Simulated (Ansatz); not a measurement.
AlH6NOSSi (`[NH2][Al]([SH])[O][SiH3]`) at its PBE0-D4/def2-TZVP geometry, where that method's forces vanish. The species carries charge 0 and has multiplicity 1.

```xyz
11

N    -1.7303    1.5034    1.1518
Al   -0.9238    0.0685    0.5447
S    -1.8029   -1.8976    0.8767
O     0.5277    0.2155   -0.2932
Si    1.8601   -0.2256   -1.1082
H    -2.5978    1.5062    1.6614
H    -1.3831    2.4408    1.0354
H    -0.7983   -2.5139    0.2302
H     1.8632    0.3992   -2.4569
H     1.9092   -1.7062   -1.2702
H     3.0759    0.2096   -0.3717
```

Task: What forces (eV/Å) does B3LYP-D4/def2-TZVPP give on these atoms in the Gaussian-basis code of Ansatz? (Estimate.)

Result: The calculation gave: 
```
N1  -0.004  0.015  0.004
Al2 -0.021  0.043  0.015
S3  -0.010 -0.086 -0.002
O4  -0.036  0.026  0.023
Si5  0.193 -0.051 -0.112
H6  -0.010  0.031  0.009
H7  -0.022  0.024  0.015
H8  -0.021 -0.027  0.010
H9   0.004 -0.040  0.078
H10 -0.002  0.093  0.007
H11 -0.070 -0.028 -0.048
```

B3LYP here is the variant with VWN-RPA as its local correlation; programs differ in this.
